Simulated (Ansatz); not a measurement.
C2H7GaN (`[CH2][N](C)[GaH2]`) radical, one more setting.

```yaml
crystal:
  periodic: [false, false, false]
  atoms:
    - {symbol: C, position_ang: [-0.195288, 1.465689, 0.327954]}
    - {symbol: N, position_ang: [-0.010524, 0.170435, -0.014384]}
    - {symbol: C, position_ang: [-0.193434, -0.789810, 1.059051]}
    - {symbol: Ga, position_ang: [0.448833, -0.416456, -1.717794]}
    - {symbol: H, position_ang: [-0.074924, 2.234931, -0.421291]}
    - {symbol: H, position_ang: [-0.464001, 1.723570, 1.344141]}
    - {symbol: H, position_ang: [-1.209298, -0.730163, 1.465313]}
    - {symbol: H, position_ang: [-0.028041, -1.803120, 0.692121]}
    - {symbol: H, position_ang: [0.510291, -0.598374, 1.876753]}
    - {symbol: H, position_ang: [0.597715, -1.962115, -1.828787]}
    - {symbol: H, position_ang: [0.618672, 0.705404, -2.783066]}
basis:
  gaussian: {orbitals: aug-pcseg-2}
magnetization: {spin_polarized: true, initial_magnetization: 1}
hamiltonian: {xc: {name: r2SCAN50}, dispersion: d3bj}
accuracy: high
output: {forces: true}
```

```sh
$ ansatz run in.yaml --threads 4 --pin off --events-out ev --progress --plain --max-ram 10444MiB
```

Output, abridged:

```
Warning: the engine holds no damping parameters fitted to this dispersion correction and functional, so the run takes those fitted to r2scan50 beside the three-body term, which d3bj leaves out (hamiltonian.dispersion, under Limitations)
Functional definition: r2SCAN50
5290 factors; integrals over basis functions are off by at most 4.6e-9 eV
mean field evaluation 1: about -56045.3646 eV, gradient 3.7e1 eV
mean field evaluation 2: about -56040.6459 eV, gradient 4.8e1 eV
mean field evaluation 4: about -56051.8784 eV, gradient 2.3e0 eV
mean field evaluation 8: about -56052.0082 eV, gradient 3.0e-1 eV
mean field evaluation 16: about -56052.0106 eV, gradient 3.9e-3 eV
mean field evaluation 32: about -56052.0106 eV, gradient 2.1e-7 eV
mean field -56052.01055561 eV, -2059.8733945015 hartree, gradient 4.3e-8 eV, S^2 0.762107; 0 other end points of the search recorded, 0 dependent functions left out
reference -56052.01056081 eV, -2059.8733946923 hartree; 29, 28 occupied and 329, 330 virtual orbitals, 5290 factors
Total energy: -56052.08425048 eV, -2059.8761027378 hartree
Atom 0 at    -0.195288     1.465689     0.327954 Å, force    -0.057364     0.399290     0.102781 eV/Å
Atom 1 at    -0.010524     0.170435    -0.014384 Å, force     0.121182    -0.618820    -0.288418 eV/Å
Atom 2 at    -0.193434    -0.789810     1.059051 Å, force    -0.003727     0.093540    -0.027037 eV/Å
Atom 3 at     0.448833    -0.416456    -1.717794 Å, force    -0.127196     0.198723     0.458516 eV/Å
Atom 4 at    -0.074924     2.234931    -0.421291 Å, force    -0.043571    -0.256783     0.263599 eV/Å
Atom 5 at    -0.464001     1.723570     1.344141 Å, force     0.094274    -0.092076    -0.354992 eV/Å
Atom 6 at    -1.209298    -0.730163     1.465313 Å, force     0.324996    -0.024024    -0.125631 eV/Å
Atom 7 at    -0.028041    -1.803120     0.692121 Å, force    -0.054973     0.328111     0.126864 eV/Å
Atom 8 at     0.510291    -0.598374     1.876753 Å, force    -0.225852    -0.065143    -0.257010 eV/Å
Atom 9 at     0.597715    -1.962115    -1.828787 Å, force    -0.011885     0.216117    -0.021346 eV/Å
Atom 10 at     0.618672     0.705404    -2.783066 Å, force    -0.015884    -0.178934     0.122675 eV/Å
Dipole moment:    -0.008525    -0.117762     0.072830 e Å
```

It took 56 s on 4 threads of an Intel Xeon 6975P-C on a shared host, with 5 GiB of host memory at the peak.
